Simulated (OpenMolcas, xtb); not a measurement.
## How methods differ on GaH2ClO (SMILES [OH][GaH][Cl])

The species is GaH2ClO (5 atoms), meant as a singlet with charge 0. As SMILES, `[OH][GaH][Cl]`. The shape is that of a PBE0-D4/def2-TZVP optimisation. This is one conformer, not always the lowest.

```xyz
5

O    -1.1524    0.5160   -0.4969
Ga    0.4700    0.2081    0.1462
Cl    0.9275   -1.8566    0.5046
H    -1.6723   -0.2818   -0.6223
H     1.4772    1.3406    0.4269
```

Quantity: the vertical ionisation energy (to the doublet cation), in eV. The values are calculated.

```json
{"level": "GFN2-xTB", "kind": "semi-empirical", "program": "xtb", "value (eV)": "15.47", "CPU time (all runs)": "under 2 s"}
{"level": "HF/def2-SVPD", "kind": "Hartree–Fock", "program": "OpenMolcas", "value (eV)": "10.48", "CPU time (all runs)": "50 s"}
{"level": "SVWN5/def2-SVPD", "kind": "LDA", "program": "OpenMolcas", "value (eV)": "11.18", "CPU time (all runs)": "3.2 min"}
{"level": "PBE/def2-SVPD", "kind": "GGA", "program": "OpenMolcas", "value (eV)": "11.10", "CPU time (all runs)": "3.4 min"}
{"level": "TPSS/def2-SVPD", "kind": "meta-GGA", "program": "OpenMolcas", "value (eV)": "11.02", "CPU time (all runs)": "4.8 min"}
{"level": "r2SCAN/def2-SVPD", "kind": "meta-GGA", "program": "OpenMolcas", "value (eV)": "11.21", "CPU time (all runs)": "3 min"}
{"level": "M06-2X/def2-SVPD", "kind": "hybrid meta-GGA", "program": "OpenMolcas", "value (eV)": "11.78", "CPU time (all runs)": "4 min"}
```

All-electron rows without a relativistic Hamiltonian named are non-relativistic. The values span 10.48 to 15.47 eV. The xTB values lack the empirical shift that such differences need. CPU times are rough (shared hosts, several kinds of processor): they show what a rung costs within a factor of a few.
